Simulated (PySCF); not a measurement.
# Removing an electron from Sn(OH)H3

Species: Sn(OH)H3.
Cartesian coordinates in Å at the PBE0-D3(BJ)/def2-SVP level; atoms count from 1:
```xyz
6
H4OSn angstrom
Sn    -0.0660   -0.1205   -0.4741
O     -0.0630   -0.1236    1.5173
H      0.3612    0.6601    1.8832
H      1.5557   -0.1240   -1.0378
H     -0.8988    1.2728   -1.0345
H     -0.8891   -1.5648   -0.8541
```

Level: wB97X-D/def2-SVPD (PySCF). Frontier orbitals with their largest atomic shares (Löwdin; up to four atoms above 4 %):

```json
{"orbital": "HOMO−3", "ε (eV)": "-11.76", "main atoms": "Sn1 32 %, O2 30 %, H4 18 %, H5 17 %"}
{"orbital": "HOMO−2", "ε (eV)": "-11.61", "main atoms": "O2 39 %, Sn1 28 %, H6 26 %"}
{"orbital": "HOMO−1", "ε (eV)": "-10.93", "main atoms": "O2 39 %, Sn1 26 %, H6 14 %, H5 10 %"}
{"orbital": "HOMO", "ε (eV)": "-10.18", "main atoms": "?"}
{"orbital": "LUMO", "ε (eV)": "1.09", "main atoms": "Sn1 47 %, O2 21 %, H5 9 %, H4 9 %"}
{"orbital": "LUMO+1", "ε (eV)": "1.42", "main atoms": "Sn1 57 %, H5 13 %, H4 13 %, H6 12 %"}
{"orbital": "LUMO+2", "ε (eV)": "2.40", "main atoms": "Sn1 60 %, H5 14 %, H4 14 %, O2 6 %"}
```

Problem. What vertical ionisation energy does ΔSCF give, and how far is −ε(HOMO) from it?

Solution. ΔSCF: 10.72 eV (1034 kJ/mol; threshold wavelength 116 nm); ⟨S²⟩ of the doublet left behind is 0.763, against 0.75 for a pure doublet. −ε(HOMO) is 10.18 eV, 0.54 eV below it. For the exact functional −ε(HOMO) would equal the first vertical ionisation energy; wB97X-D (range-separated hybrid) falls short of its own ΔSCF value by 5 %.

Problem. On which atoms does the HOMO lie?

Solution. O2 (oxygen bonded to Sn and H) 61 %, Sn1 (tin bonded to O and 3 H) 15 %, H4 (hydrogen on tin) 10 %, H5 (hydrogen on tin) 10 %, so more than half of it is on one atom. The HOMO−1 lies 0.75 eV lower.

Problem. What kinetic energy would electrons from this vertical process carry with He II light (40.814 eV)?

Solution. 40.81 − 10.72 = 30.09 eV.

Problem. How many of the 10 lowest singlet excitations (vertical TDDFT, same level) lie below the ionisation energy?

Solution. All 10; they run from 6.27 to 8.89 eV.

Problem. Shift the occupied levels rigidly so that −ε(HOMO) equals the ΔSCF value. What binding energies result?

Solution. The shift is +0.54 eV: HOMO 10.72, HOMO−1 11.47, HOMO−2 12.15, HOMO−3 12.30 eV. A rigid shift is only a rough guide to the deeper ionisations.

Geometry: PBE0-D3(BJ)/def2-SVP; no solvent, vibrations or thermal averaging. Atoms past krypton carry effective core potentials; spin–orbit coupling is left out.

The run behind these numbers computed excited states and ΔSCF ions as well. The run took 12 s on an Arm Neoverse V2 with one thread, no GPU (shared host).
